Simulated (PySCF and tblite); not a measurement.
Computed ¹H and ¹³C shifts (ppm) of 5 molecules with 6 carbons each, averaged over conformers at 298.15 K: GIAO PBE0/pcSseg-1 on GFN2-xTB geometries, unscaled, against TMS (¹H), TMS (¹³C) at the same level; H on other atoms than carbon is left out (PySCF, tblite).

P. ¹H: 6.88 (1H), 6.79 (1H), 6.59 (1H), 5.58 (2H), 3.16 (2H) ¹³C: 151.8 (1C), 143.3 (1C), 139.2 (1C), 137.4 (1C), 84.1 (1C), 45.4 (1C)
Q. ¹H: 7.93 (1H), 6.84 (1H), 6.64 (1H), 5.49 (1H), 2.18 (3H) ¹³C: 172.4 (1C), 158.9 (1C), 145.2 (1C), 114.2 (1C), 111.9 (1C), 23.1 (1C)
R. ¹H: 7.02 (1H), 6.73 (1H), 6.40 (1H), 5.95 (1H), 2.18 (3H) ¹³C: 191.3 (1C), 169.9 (1C), 157.5 (1C), 130.9 (1C), 115.4 (1C), 21.6 (1C)
S. ¹H: 6.16 (1H), 6.14 (1H), 5.38 (1H), 2.39 (2H), 2.25 (2H) ¹³C: 168.4 (1C), 138.3 (1C), 128.6 (1C), 107.1 (1C), 25.9 (1C), 24.6 (1C)
T. ¹H: 7.38 (1H), 6.90 (1H), 6.63 (1H), 2.47 (3H) ¹³C: 195.0 (1C), 131.4 (1C), 125.6 (1C), 120.7 (1C), 115.7 (1C), 29.9 (1C)

The molecules:
1. C6H7F, SMILES FC1=CCCC=C1
2. C6H7F, SMILES FCC1=CCC=C1
3. C₆H₇FO₂, SMILES CC(=O)O/C=C/C=C\F
4. C6H7FOS, SMILES C=C(SC)C(=O)/C=C\F
5. C6H7NO, SMILES CC(=O)c1cc[nH]c1

Question: Which spectrum belongs to which molecule?

Answer: P is 2; Q is 3; R is 4; S is 1; T is 5.

Assigned:
1. [F:1][C:2]1=[CH:3][CH2:4][CH2:5][CH:6]=[CH:7]1: ¹³C: 168.4 (C2), 138.3 (C6), 128.6 (C7), 107.1 (C3), 25.9 (C5), 24.6 (C4) ppm.
2. [F:1][CH2:2][C:3]1=[CH:4][CH2:5][CH:6]=[CH:7]1: ¹³C: 151.8 (C3), 143.3 (C6), 139.2 (C7), 137.4 (C4), 84.1 (C2), 45.4 (C5) ppm.
3. [CH3:1][C:2](=[O:3])[O:4]/[CH:5]=[CH:6]/[CH:7]=[CH:8]\[F:9]: ¹³C: 172.4 (C2), 158.9 (C8), 145.2 (C5), 114.2 (C7), 111.9 (C6), 23.1 (C1) ppm.
4. [CH2:1]=[C:2]([S:3][CH3:4])[C:5](=[O:6])/[CH:7]=[CH:8]\[F:9]: ¹³C: 191.3 (C5), 169.9 (C8), 157.5 (C2), 130.9 (C1), 115.4 (C7), 21.6 (C4) ppm.
5. [CH3:1][C:2](=[O:3])[c:4]1[cH:5][cH:6][nH:7][cH:8]1: ¹³C: 195.0 (C2), 131.4 (C4), 125.6 (C8), 120.7 (C6), 115.7 (C5), 29.9 (C1) ppm.

Unscaled shifts at such levels can be off by 15 ppm or more for ¹³C and 0.8 ppm for ¹H.

For scale, the study of FC1=CCCC=C1 took 49 s on 1 thread of Arm Neoverse V1, shared host (rough), launched as `OMP_NUM_THREADS=1 python ens_run.py task.json out`.
